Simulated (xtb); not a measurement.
C3H8NO, charge +1, singlet, from a rough starting geometry; xtb with GFN2-xTB.

xtb was given this input:
```
$ xtb mol.xyz --gfn 2 --chrg 1 --opt vtight --json

# file mol.xyz
13

C     -0.41850954    -1.21473968     0.51092077
N     -0.02857448     0.05606970    -0.02235409
C     -1.00057540     1.11600110     0.22339616
C      1.06186817     0.31149283    -0.57943736
O      1.88551914    -0.67996047    -0.78265646
H     -0.70803404    -1.26152720     1.55463334
H      0.28737308    -1.98020199     0.30759794
H     -1.36693108    -1.49866425    -0.05743281
H     -0.63429037     2.08931461    -0.09508008
H     -1.17644504     1.25693009     1.32540729
H     -1.93519987     0.90005596    -0.27688010
H      1.31045909     1.27543443    -0.89187095
H      2.76782859    -0.43644972    -1.24937465
```

Output, abridged:

```
   ID    Z sym.   atoms
    1    6 C      1, 3, 4
    2    7 N      2
    3    8 O      5
    4    1 H      6-13

           -------------------------------------------------
          |                Calculation Setup                |
           -------------------------------------------------

           -------------------------------------------------
          |                 G F N 2 - x T B                 |
           -------------------------------------------------

          ...................................................
          :                      SETUP                      :
          :.................................................:
          :  # basis functions                  28          :
          :  # atomic orbitals                  28          :
          :  # shells                           18          :
          :  # electrons                        30          :
          :  max. iterations                   250          :
          :  Hamiltonian                  GFN2-xTB          :
          :  restarted?                      false          :
          :  GBSA solvation                  false          :
          :  PC potential                    false          :
          :  electronic temp.          300.0000000     K    :
          :  accuracy                    1.0000000          :
          :  -> integral cutoff          0.2500000E+02      :
          :  -> integral neglect         0.1000000E-07      :
          :  -> SCF convergence          0.1000000E-05 Eh   :
          :  -> wf. convergence          0.1000000E-03 e    :
          :  Broyden damping             0.4000000          :
          :  net charge                          1          :
          :  unpaired electrons                  0          :
          ...................................................

 iter      E             dE          RMSdq      gap      omega  full diag
   1    -17.2236835 -0.172237E+02  0.378E+00    5.38       0.0  T
   2    -17.2714289 -0.477454E-01  0.229E+00    4.85       1.0  T
   3    -17.2732172 -0.178834E-02  0.116E+00    4.71       1.0  T
   4    -17.2734502 -0.232954E-03  0.196E-01    4.65       1.0  T
   5    -17.2736026 -0.152457E-03  0.881E-02    4.63       1.0  T
   6    -17.2736278 -0.251494E-04  0.373E-02    4.66       1.0  T
   7    -17.2736296 -0.179178E-05  0.831E-03    4.65       3.3  T
   8    -17.2736298 -0.218265E-06  0.338E-03    4.65       8.2  T
   9    -17.2736298 -0.168400E-08  0.929E-04    4.65      29.8  T
  10    -17.2736298 -0.571928E-08  0.347E-04    4.65      79.9  T

   *** convergence criteria satisfied after 10 iterations ***

         :::::::::::::::::::::::::::::::::::::::::::::::::::::
         ::                     SUMMARY                     ::
         :::::::::::::::::::::::::::::::::::::::::::::::::::::
         :: total energy             -17.053367305303 Eh    ::
         :: gradient norm              0.125058925199 Eh/a0 ::
         :: HOMO-LUMO gap              4.653076451467 eV    ::
         ::.................................................::
         :: SCC energy               -17.273621315684 Eh    ::
         :: -> isotropic ES            0.108241623995 Eh    ::
         :: -> anisotropic ES         -0.008535789974 Eh    ::
         :: -> anisotropic XC          0.008286530004 Eh    ::
         :: -> dispersion             -0.005342515457 Eh    ::
         :: repulsion energy           0.220254010381 Eh    ::
         :: add. restraining           0.000000000000 Eh    ::
         :: total charge               1.000000000000 e     ::
         :::::::::::::::::::::::::::::::::::::::::::::::::::::

      -----------------------------------------------------------
     |                   =====================                   |
     |                        A N C O P T                        |
     |                   =====================                   |
     |               Approximate Normal Coordinate               |
[...]
 * total energy  :   -17.0533673 Eh     change       -0.5394973E-09 Eh
 * total energy  :   -17.0640240 Eh     change       -0.1065665E-01 Eh
 * total energy  :   -17.0654581 Eh     change       -0.1434179E-02 Eh
 * total energy  :   -17.0655518 Eh     change       -0.9362241E-04 Eh
 * total energy  :   -17.0655999 Eh     change       -0.4817308E-04 Eh
 * total energy  :   -17.0656022 Eh     change       -0.2272557E-05 Eh
 * total energy  :   -17.0656027 Eh     change       -0.4925316E-06 Eh
 * total energy  :   -17.0656028 Eh     change       -0.1288268E-06 Eh
 * total energy  :   -17.0656029 Eh     change       -0.1023650E-06 Eh
 * total energy  :   -17.0656030 Eh     change       -0.7620912E-07 Eh
   *** GEOMETRY OPTIMIZATION CONVERGED AFTER 10 ITERATIONS ***
         :: total energy             -17.065603000929 Eh    ::
[...]
        19                         -0.0802610              -2.1840
        20                         -0.0526919              -1.4338
        21                         -0.0175030              -0.4763
        22                         -0.0011177              -0.0304
        23                          0.0194602               0.5295
        24                          0.0275152               0.7487
        25                          0.0367578               1.0002
        26                          0.0689359               1.8758
       ...                                ...                  ...
        28                          0.2903484               7.9008
      -------------------------------------------------------------
                  HL-Gap            0.1625068 Eh            4.4220 eV
             Fermi-level           -0.5406875 Eh          -14.7129 eV

     #   Z          covCN         q      C6AA      α(0)
     1   6 C        3.709    -0.100    22.559     6.788
     2   7 N        2.728     0.088    19.720     6.595
     3   6 C        3.710    -0.103    22.609     6.796
     4   6 C        2.728     0.191    23.916     8.006
     5   8 O        1.662    -0.264    18.386     5.788
     6   1 H        0.925     0.118     1.629     1.996
     7   1 H        0.925     0.121     1.605     1.981
     8   1 H        0.925     0.118     1.628     1.995
     9   1 H        0.925     0.102     1.767     2.079
    10   1 H        0.924     0.122     1.598     1.977
    11   1 H        0.924     0.122     1.597     1.976
    12   1 H        0.925     0.109     1.706     2.042
    13   1 H        0.804     0.376     0.532     1.146

 Mol. C6AA /au·bohr⁶  :       1073.112330
 Mol. C8AA /au·bohr⁸  :      22792.315542
 Mol. α(0) /au        :         49.165856

Wiberg/Mayer (AO) data.
largest (>0.10) Wiberg bond orders for each atom

 ---------------------------------------------------------------------------
     #   Z sym  total        # sym  WBO       # sym  WBO       # sym  WBO
 ---------------------------------------------------------------------------
     1   6 C    3.920 --     2 N    0.979     7 H    0.969     6 H    0.955
                             8 H    0.954
     2   7 N    3.727 --     4 C    1.594     3 C    0.987     1 C    0.979
                             5 O    0.151
     3   6 C    3.924 --     2 N    0.987     9 H    0.973    11 H    0.956
                            10 H    0.955
     4   6 C    3.932 --     2 N    1.594     5 O    1.273    12 H    0.938
     5   8 O    2.330 --     4 C    1.273    13 H    0.839     2 N    0.151
     6   1 H    0.986 --     1 C    0.955
     7   1 H    0.985 --     1 C    0.969
     8   1 H    0.986 --     1 C    0.954
     9   1 H    0.990 --     3 C    0.973
    10   1 H    0.985 --     3 C    0.955
    11   1 H    0.985 --     3 C    0.956
    12   1 H    0.988 --     4 C    0.938
    13   1 H    0.859 --     5 O    0.839
 ---------------------------------------------------------------------------

Topologies differ in total number of bonds
Writing topology from bond orders to xtbtopo.mol

molecular dipole:
                 x           y           z       tot (Debye)
 q only:        0.695       0.255      -0.387
   full:        0.927       0.456      -0.539       2.963
molecular quadrupole (traceless):
                xx          xy          yy          xz          yz          zz
 q only:        6.541      -0.373      -1.998      -6.906      -1.044      -4.542
  q+dip:        7.691       1.374      -3.882      -7.669      -1.440      -3.810
   full:        7.547       1.042      -3.729      -7.479      -1.290      -3.818

optimized geometry written to: xtbopt.xyz

           -------------------------------------------------
          | TOTAL ENERGY              -17.065603000929 Eh   |
          | GRADIENT NORM               0.000147957984 Eh/α |
          | HOMO-LUMO GAP               4.422034260984 eV   |
           -------------------------------------------------
```
